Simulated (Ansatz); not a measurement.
Start from `CC(=N)Cl` and change one atom or group to get `N=[C](Cl)[GeH3]`.

Ansatz, PBE0-D4/def2-TZVP geometries, multiplicity 1. Each molecule was computed in one conformer, which needn't be the lowest.

Scalar relativity is left out up to krypton.

```json
{"property": "LUMO energy (PBE/def2-TZVPP) / eV", "`CC(=N)Cl`": "-1.47"}
{"property": "HOMO–LUMO gap (ωB97M-V/def2-TZVPP) / eV", "`CC(=N)Cl`": "12.50"}
{"property": "HOMO energy (ωB97M-V/def2-TZVPP) / eV", "`CC(=N)Cl`": "-10.58"}
{"property": "HOMO energy (PBE0/def2-TZVPP) / eV", "`CC(=N)Cl`": "-8.26"}
{"property": "LUMO energy (B3LYP/def2-TZVPP) / eV", "`CC(=N)Cl`": "-0.63"}
{"property": "zero-point energy (PBE0-D4/def2-TZVP) / kJ/mol", "`CC(=N)Cl`": "157.5"}
```

(1) What does the change do to each property? (Best estimate.)

Answers

(1) Ansatz gave: 
```tsv
property	`N=[C](Cl)[GeH3]`	shift
LUMO energy (PBE/def2-TZVPP) / eV	-2.06	-0.59
HOMO–LUMO gap (ωB97M-V/def2-TZVPP) / eV	11.35	-1.15
HOMO energy (ωB97M-V/def2-TZVPP) / eV	-10.14	0.44
HOMO energy (PBE0/def2-TZVPP) / eV	-7.91	0.35
LUMO energy (B3LYP/def2-TZVPP) / eV	-1.25	-0.62
zero-point energy (PBE0-D4/def2-TZVP) / kJ/mol	118.5	-39.0
```

With PBE0 the HOMO rises by 0.35 eV and the LUMO falls by 0.65 eV, so the gap narrows by about 1.00 eV. PBE moves the HOMO by 0.21 eV and ωB97M-V by 0.44 eV.

B3LYP here is the variant with VWN-RPA as its local correlation; programs differ in this.
